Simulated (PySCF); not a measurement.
C10H11O (charge +1).
Numbering: `[CH3:1][CH2:2][CH2:3][c:4]1[cH:5][cH:6][cH:7][c:8]([C:9]#[O+:10])[cH:11]1`

NICS is the negative of the GIAO shielding at a point without a nucleus: at the ring centre (0) and 1 Å above and below it (1); zz is the component along the ring normal. Level: GIAO PBE0/pcSseg-1 (PySCF, non-relativistic, gas phase) on the GFN2-xTB geometry, one conformer.

Ring bond lengths (Å), with Mayer bond orders in brackets: C4–C5 1.402 (1.34), C5–C6 1.392 (1.40), C6–C7 1.375 (1.50), C7–C8 1.422 (1.21), C8–C11 1.423 (1.19), C11–C4 1.382 (1.45).

Question: Give the NICS values of each ring in ppm.

Answer: 
| ring | type | NICS(0) | NICS(1), two faces | NICS(1)zz, two faces | rms pucker (Å) | centre to ring atoms, mean (Å) |
| --- | --- | --- | --- | --- | --- | --- |
| C4–C5–C6–C7–C8–C11 | 6-membered carbocycle; formal bonds all aromatic | -7.4 | -10.2 / -10.1 | -24.0 / -23.0 | 0.00 | 1.40 |

Question: What can be read from them?

Answer: 
- C4–C5–C6–C7–C8–C11: mean NICS(1)zz -23.5 ppm, shielded, aromatic by this magnetic criterion (flat ring, no four-coordinate atom).

Question: And the bond-length index? HOMA takes Krygowski's 1993 parameters.

Answer: 
- C4–C5–C6–C7–C8–C11: HOMA 0.88 = 1 − EN − GEO, with mean bond length 1.399 Å, EN = α(Ropt − mean)² = 0.032 and GEO = α × variance = 0.087. The geometric and the magnetic index point the same way.

Shape of the structure used: `[CH3:1][CH2:2][CH2:3][c:4]1[cH:5][cH:6][cH:7][c:8]([C:9]#[O+:10])[cH:11]1`: C1–C2–C3–C4 180°, C2–C3–C4–C5 85°.
